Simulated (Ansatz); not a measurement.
`CC(C)O[Si]Cl` and `CC(C)O[Si]F` differ in one atom or group.

Ansatz, PBE0-D4/def2-TZVP geometries, multiplicity 1. Each molecule was computed in one conformer, which needn't be the lowest.

| property | `CC(C)O[Si]Cl` |
| --- | --- |
| HOMO energy (ωB97M-V/def2-TZVPP) / eV | -9.42 |
| size of the dipole moment (ωB97M-V/def2-TZVPP) / D | 1.95 |
| HOMO energy (PBE0/def2-TZVPP) / eV | -7.32 |
| LUMO energy (B3LYP/def2-TZVPP) / eV | -1.95 |
| HOMO–LUMO gap (B3LYP/def2-TZVPP) / eV | 5.17 |
| HOMO–LUMO gap (ωB97M-V/def2-TZVPP) / eV | 9.63 |

Task: Give the same properties after the change, and the shifts. (Estimate.)

Result: Computed: 
| property | `CC(C)O[Si]F` | shift |
| --- | --- | --- |
| HOMO energy (ωB97M-V/def2-TZVPP) / eV | -9.64 | -0.22 |
| size of the dipole moment (ωB97M-V/def2-TZVPP) / D | 1.65 | -0.30 |
| HOMO energy (PBE0/def2-TZVPP) / eV | -7.46 | -0.14 |
| LUMO energy (B3LYP/def2-TZVPP) / eV | -1.55 | 0.40 |
| HOMO–LUMO gap (B3LYP/def2-TZVPP) / eV | 5.74 | 0.57 |
| HOMO–LUMO gap (ωB97M-V/def2-TZVPP) / eV | 10.29 | 0.66 |

With PBE0 the HOMO falls by 0.14 eV and the LUMO rises by 0.43 eV, so the gap widens by about 0.57 eV. PBE moves the HOMO by -0.08 eV and ωB97M-V by -0.22 eV. Dipoles are sizes alone; their direction can turn.

Positive LUMOs are unbound, so they and the gaps depend on the basis.

B3LYP here is the variant with VWN-RPA as its local correlation; programs differ in this.
